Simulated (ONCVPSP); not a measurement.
## iodine (I): one change to an ONCV potential, before and after

| Item | Value |
| --- | --- |
| Element | I (Z = 53) |
| Generator | ONCVPSP 4.0.1 |
| Type | optimised norm-conserving Vanderbilt (ONCV) |
| Functional | LDA (Perdew-Zunger) |
| Relativity | fully relativistic |
| Frozen core | [Ar] 3d10 |
| Valence charge | 25 |
| Reference configuration | 4s2 4p6 4d10 5s2 5p5 |
| Partial waves | 4s+5s: rc 1.35 bohr, ncon 3, nbas 6, qcut 9.8 1/bohr, 2 projectors; 4p+5p: rc 1.40 bohr, ncon 4, nbas 8, qcut 7.6 1/bohr, 2 projectors; 4d: rc 0.85 bohr, ncon 4, nbas 7, qcut 11.8 1/bohr, 1 projector |
| Local potential | polynomial inside 0.55 bohr (lpopt 3, dvloc0 6 Ha) |
| Core correction | Teter function, fcfact 4.5, rcfact 1.45 |

Open shells are filled in proportion to 2j + 1.

All-electron outer shells of the reference configuration (LDA (Perdew-Zunger), scalar-relativistic, ld1.x):

```tsv
shell	level (eV)	outermost node (bohr)	outermost maximum (bohr)
3p	-858.92	0.13	0.28
3d	-606.22	–	0.23
4s	-180.16	0.37	0.68
4p	-127.33	0.37	0.72
4d	-50.33	0.35	0.78
5s	-17.65	0.88	1.70
5p	-7.25	0.96	2.02
```

Change: d: rc 1.24.

Cutoffs: the cutoffs (Ha) at which the residual kinetic energy of the hardest occupied pseudo-wave falls to 1 and 0.1 mHa per electron; they do not see the model core or the augmentation charge, which bear on the density cutoff. Errors are all-electron minus pseudo energies relative to the spin-unpolarised reference configuration.

Question: Predict the effect on cutoff, ghosts and configuration errors.

Answer: The potential gets softer (61 Ha and 77 Ha → 53 Ha and 62 Ha); both files keep a bound ghost (s); the errors of the 3 common tests hardly move. A larger radius leaves more room for a smooth pseudo-wave, so fewer plane waves are needed.

```csv
quantity,base,changed
"cutoff, loose",61 Ha,53 Ha
"cutoff, tight",77 Ha,62 Ha
loose cutoff by channel,"s 33 Ha, p 27 Ha, d 61 Ha","s 33 Ha, p 27 Ha, d 53 Ha"
bound ghosts,s,s
GHOST(+) flags under 300 eV,none,none
tests with a reliable result,3 of 4,3 of 4
"error for 4s2 4p6 4d10 5s2 5p4, meV [ΔE 11.33 eV]",+0.9,+0.9
"error for 4s2 4p6 4d10 5s2 5p3, meV [ΔE 31.43 eV]",+4.6,+4.6
"error for 4s2 4p6 4d10 5s2 5p2, meV [ΔE 61.08 eV]",+17,+17
s: phases at 1.37 bohr within 0.05 rad from the reference energy up to (Ha; the scan ends near 5),to the end of the scan,to the end of the scan
p3/2: phases at 1.42 bohr within 0.05 rad from the reference energy up to (Ha; the scan ends near 5),to the end of the scan,to the end of the scan
p1/2: phases at 1.42 bohr within 0.05 rad from the reference energy up to (Ha; the scan ends near 5),to the end of the scan,to the end of the scan
"rms error of d²Exc/dni dnj with the model core, mHa",3.77,3.77
```

 A true bound ghost makes a file unfit for plane-wave use even where its test errors are small: the radial tests pick states by their node count and pass the ghost by.
